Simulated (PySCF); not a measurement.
**Low-lying terms of Cs³⁷⁺ (caesium, charge +37)**

Ground state [Ar], ¹S. Calculation: PySCF 2.14, in an uncontracted even-tempered set (20 s from 1.06 bohr⁻², ratio 2.5; 14 p from 1.38 bohr⁻², ratio 2.5; 6 d from 1.93 bohr⁻², ratio 2.7; 3 f from 57 bohr⁻², ratio 2.7); the spin-free X2C one-electron Hamiltonian (Gaussian nucleus). Vertical excitation energies in eV without spin-orbit coupling; excited terms of each kind are numbered among those the solver found. Frozen: [Ne].

```tsv
term	leading excitation	EOM-EE-CCSD
1 3P°	3p → d	202.79
1 3F°	3p → d	209.77
1 1D°	3p → d	220.80
1 3D°	3p → d	221.15
1 1F°	3p → d	221.36
1 1P°	3p → d	263.23
1 3D	3s → d	386.55
1 1D	3s → d	392.86
```

The spin-orbit splitting of the hole, absent here, rivals or exceeds the spacing of these terms, so the LS terms are model states.

The solver can miss terms. The 29 highest virtual orbitals were dropped.
